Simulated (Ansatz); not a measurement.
`C=N[SiH](O)S` → `O[SiH]1NCS1`  (isomerisation)

Computed with Ansatz on PBE0-D4/def2-TZVP structures; ΔE is electronic, products minus reactants. CCSD(T)/CBS is the MP2 limit (def2-TZVPP, def2-QZVPP) plus CCSD(T) − MP2 in def2-TZVPP, frozen cores. Functionals use def2-TZVPP. Each species was taken in one conformer, which may not be the lowest.

`C=N[SiH](O)S`:

Z-matrix (Å, degrees):
```
Si
N 1 1.733
S 1 2.129 2 102.6
O 1 1.634 2 110.3 3 -121.4
H 1 1.483 2 114.4 3 121.2
C 2 1.257 1 124.8 3 -117.5
H 3 1.344 1 93.2 2 173.5
H 4 0.960 1 116.9 2 60.6
H 6 1.101 2 124.2 1 0.2
H 6 1.096 2 120.3 1 -179.8
```

`O[SiH]1NCS1`:

Z-matrix (Å, degrees):
```
Si
N 1 1.709
O 1 1.634 2 118.4
S 1 2.135 2 82.1 3 -118.2
H 1 1.479 2 118.4 3 123.9
C 2 1.451 1 101.5 3 122.9
H 2 1.005 1 134.6 3 -81.6
H 3 0.960 1 116.2 2 -50.6
H 6 1.093 2 113.8 1 110.8
H 6 1.094 2 113.8 1 -122.7
```

```csv
level,ΔE (kJ/mol)
B2PLYP,-21.4
HF/CBS(def2),-5.0
```

(1) What does CCSD(T)/CBS give? (Estimate.)

Largest T1 diagnostic among the species: 0.013.

## Answers

(1) The calculation gave: -30.8 kJ/mol. The listed levels differ from it by 9.4, 25.8 kJ/mol.

In def2-TZVPP, CCSD(T) changes the Hartree–Fock value by −20.5 kJ/mol (the triples alone add −0.7 kJ/mol) and MP2 by −31.9 kJ/mol. From PBE to PBE0 (25 % exact exchange), in def2-TZVPP and without D4, ΔE moves by −9.2 kJ/mol.

CCSD(T)/CBS has its own doubt, a few kJ/mol and more with outer-core shells, so smaller differences from it don't rank the levels.
